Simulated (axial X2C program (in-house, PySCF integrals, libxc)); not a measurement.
Correcting the dissociation energy of NaIn for spin–orbit coupling

A spin-free CCSD(T) curve (one-electron X2C) was computed with an axial X2C code built on PySCF integrals, basis In dyall-cv3z [11s12p9d4f1g], Na dyall-cv3z [9s8p5d2f] (cores contracted in-house), for the state M_S = 0, Λ = 0 (closed shell). It gives D0 = 0.741 eV to In + Na, which in a spin-free picture are the weighted means of the ground terms.

Correlated methods: 4 electrons correlated (number of frozen shells: In 4 s, 3 p, 2 d; Na 2 s, 1 p), 282 virtual spin orbitals or spinors in MP2, 72 natural virtuals in coupled cluster.

Measured levels of the ground terms (NIST Handbook of Basic Atomic Spectroscopic Data), in cm⁻¹: In 2P: J = 1/2 at 0, J = 3/2 at 2212.6; Na 2S: J = 1/2 at 0.

The molecular state has Λ = 0, so it has no first-order lowering.

**Question.** How far does each ground level lie under the (2J+1)-weighted mean of its term?

**Answer.** In: (2 × 0 + 4 × 2212.6)/6 = 1475 cm⁻¹; Na: a single level, 0.

**Question.** Correct D0.

**Answer.** D0 = 0.741 + (0 − 1475)/8065.5 = 0.558 eV at CCSD(T) with these spin–orbit terms.

Second-order spin–orbit effects in the molecule, which grow quickly with Z, are left out. The state is a single determinant with fixed occupations, the lowest that a limited PBE0 search found. De is counted from the lowest determinant-based energies of the atoms at the same level, without counterpoise correction. CCSD and (T) use frozen natural virtuals with an MP2 correction for the truncation; (T) itself is uncorrected, so its De runs slightly low. PBE0 can misorder states that lie within some tenths of an eV, so this need not be the ground state of the molecule. The nearest other spin-free determinant of the search, M_S = 1, Λ = 1, lies 0.26 eV up at the distance of the search. With the outer-core shells frozen, correlated bond lengths of heavy atoms tend to come out a few hundredths of an ångström too long.
